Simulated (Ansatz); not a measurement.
The molecule InF, closed-shell singlet (the spin of the measured ground state). No spin–orbit coupling.

D_e counts from the fitted minimum to each atom's lowest state at the same level, without counterpoise. The singlet is restricted.

Correlated levels freeze the inner cores; with def2 sets outer-core shells near the valence are correlated too. CBS(a, b) extrapolates the correlation energy as X⁻³ and adds the Hartree–Fock energy of set b.

Programs: Ansatz (a first-principles code). Values without a source in brackets are computed. In def2 rows elements past Kr take small-core potentials, without spin–orbit coupling.

| level | bond energy D_e (kcal/mol) |
|---|---|
| r2SCAN/def2-TZVPP | 128.81 |
| B3LYP/def2-TZVPP | 127.13 |
| PBE0/def2-TZVPP | 124.81 |
| wB97M-V/def2-TZVPP | 127.98 |
| B2PLYP/def2-TZVPP | 127.99 |
| CCSD/def2-TZVPP | (withheld) |
| CCSD/def2-QZVPP | 125.33 |
| CCSD(T)/def2-TZVPP | 124.72 |
| CCSD(T)/CBS(def2-TZVPP, def2-QZVPP) | (withheld) |

### Question
Complete the blanks.

### Answer

- CCSD/def2-TZVPP, bond energy D_e (kcal/mol): 121.24
- CCSD(T)/CBS(def2-TZVPP, def2-QZVPP), bond energy D_e (kcal/mol): 131.89
